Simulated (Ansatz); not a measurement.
Molecule: CH₂Cl₃Si (charge 0, doublet). It need not be the lowest isomer of its formula. 
Structure (B3LYP-D3(BJ)/def2-TZVP (Ansatz, a quantum-chemistry and plane-wave program) minimum search):
SMILES: [CH2][Si](Cl)(Cl)Cl
```xyz
7

C     -2.0911    -0.2217     0.0374
Si    -0.2839    -0.0336     0.0055
Cl     0.5294    -1.2719    -1.4065
Cl     0.2490     1.8930    -0.4555
Cl     0.5063    -0.4842     1.8392
H     -2.6700    -0.0064     0.9270
H     -2.6493    -0.5192    -0.8414
```
Charge 0, spin multiplicity 2.

Basis-set convergence of Hartree-Fock and CCSD(T) correlation energies (hartree) with Ansatz. Correlated levels leave the core frozen unless marked. Open shells are spin-unrestricted. Spin-orbit coupling is left out. Non-relativistic.

```csv
basis,functions,E(HF),"E(corr, CCSD(T))"
cc-pV(D+d)Z,116,-1706.61797,-0.68601
cc-pV(T+d)Z,214,___,___
```

**Question.** What belongs in the gaps?

**Answer.** 
- cc-pV(T+d)Z, E(HF): -1706.69428
- cc-pV(T+d)Z, E(corr, CCSD(T)): -0.91657
